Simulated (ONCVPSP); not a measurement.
**Before and after: ONCV potential for arsenic (As)**

ONCVPSP 4.0.1 input, shortened (lines: element, Z, core and valence counts, functional; n l f; lmax; l rc ep ncon nbas qcut; lloc lpopt rc5 dvloc0; l nproj debl; icmod fcfact rcfact), PBE, scalar-relativistic:

```
  As 33.00    6    2        4      upf
    1    0    2.00
    2    0    2.00
    2    1    6.00
    3    0    2.00
    3    1    6.00
    3    2   10.00
    4    0    2.00
    4    1    2.00
    1
    0    1.30    0.00    3    6    4.50
    1    1.85    0.00    3    8    3.60
    4    5    0.90    0.00
    0    2    1.30
    1    3    3.10
    0    0.00    0.00
```

All-electron outer shells of the reference configuration (PBE, scalar-relativistic, ld1.x):

```
shell  level (eV)  outermost node (bohr)  outermost maximum (bohr)
   3p     -143.45                   0.22                      0.52
   3d      -50.40                      –                      0.47
   4s      -23.36                   0.73                      1.59
   4p      -13.34                   0.78                      1.90
```

Change: p: ncon 5, nbas 10.

Cutoffs: the cutoffs (Ha) at which the residual kinetic energy of the hardest occupied pseudo-wave falls to 1 and 0.1 mHa per electron; they do not see the model core or the augmentation charge, which bear on the density cutoff. Errors are all-electron minus pseudo energies relative to the spin-unpolarised reference configuration.

Problem. What does the change do?

Solution. The potential gets harder (10 Ha and 55 Ha → 10 Ha and 78 Ha); both files keep a bound ghost (s); of the 4 tests that both files solve, the error grows in 0 and shrinks in 3 by more than 15 % and 0.3 meV (median size 6.4 → 5.7 meV).

```csv
quantity,base,changed
"cutoff, loose",10 Ha,10 Ha
"cutoff, tight",55 Ha,78 Ha
loose cutoff by channel,"s 10 Ha, p 6.3 Ha","s 10 Ha, p 9.6 Ha"
bound ghosts,s,s
GHOST(+) flags under 300 eV,p at 264.5 eV,p at 232.8 eV
"error for 4s2 4p3, meV [ΔE -9.15 eV]",-3.8,-1.9
"error for 4s2 4p1, meV [ΔE 17.92 eV]",-9.0,-9.4
"error for 4s2 4p0, meV [ΔE 45.62 eV]",-27,-22
"error for 4s2 4p2.5, meV [ΔE -5.59 eV]",-1.3,-0.3
s: phases at 1.32 bohr within 0.05 rad from the reference energy up to (Ha; the scan ends near 5),to the end of the scan,to the end of the scan
p: phases at 1.87 bohr within 0.05 rad from the reference energy up to (Ha; the scan ends near 5),to the end of the scan,to the end of the scan
```

 A true bound ghost makes a file unfit for plane-wave use even where its test errors are small: the radial tests pick states by their node count and pass the ghost by.
